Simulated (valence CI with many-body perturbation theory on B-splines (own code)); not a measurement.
Results of a calculation; reference values are marked as such.
# Sensitivity of CI+MBPT for Ga XIX

Method: configuration interaction combined with many-body perturbation theory (CI+MBPT): three valence electrons over a frozen Dirac-Fock core [Ne], a basis of 6 s, 6 p, 5 d, 3 f, 1 g functions for each j, with the one-electron correlation potential Σ1, the two-electron term Σ2, the three-electron term Σ3, Breit, model QED; selected CI, second order for the rest, scaled by the run's own slope (own B-spline code, finite nucleus).

No measured spectrum was set against this ion. As an estimate, levels of excited configurations hold to 0.05 to 0.15 % of their energy, terms of the ground configuration to about 0.5 %.

The reference run has the lowest level 3s2 3p 2P°_1/2 and an ionisation energy of 681.877 eV. Its largest variational space holds 2912 state functions.

Names give the largest LS component (configuration and term), which can be under half, so a name can repeat, a term be missing and a line seem to break the LS rules; names also repeat where a configuration has a term twice.

Changed runs:
A. shift of the energy in Σ1 (hartree) 0 → 4.9; highest l in the core sums 6 → 7
B. factor on the speed of light 1 → 100; QED terms on → off
C. logarithmic knot step 0.27 → 0.33
D. start configuration 3s2 3p1 → 3s2 4p1 (bad on purpose)

Excitation energies of the reference run in cm⁻¹, and shifts in cm⁻¹:

```csv
Level,Reference,A,B,C
3s2 3p 2P°_3/2,46583,+13,-46579,+0.3
3s 3p2 4P_1/2,313616,-31,-37640,-1.1
3s 3p2 4P_3/2,335241,-23,-59263,-0.9
3s 3p2 4P_5/2,356355,-19,-80375,-0.8
3s 3p2 2D_3/2,425648,-14,-66782,-0.6
3s 3p2 2D_5/2,435289,-9.4,-76422,-0.5
3s 3p2 2S_1/2,501695,-19,-56708,-0.8
3s 3p2 2P_1/2,548969,-6.8,-76570,-0.5
3s 3p2 2P_3/2,560375,-7.3,-87973,-0.6
3s2 3d 2D_3/2,645634,+1.7,-54087,+1.4
3s2 3d 2D_5/2,651697,+6.2,-60148,+1.3
3p3 2D°_3/2,799211,-44,-91358,-1.2
Ionisation energy (eV),681.877,+0.067,-6.481,-0.00033
```

Run D: It gave no result: the start configuration must fill the lowest shells above the core. The program said: "4p is not the lowest shell of its kind above the core".
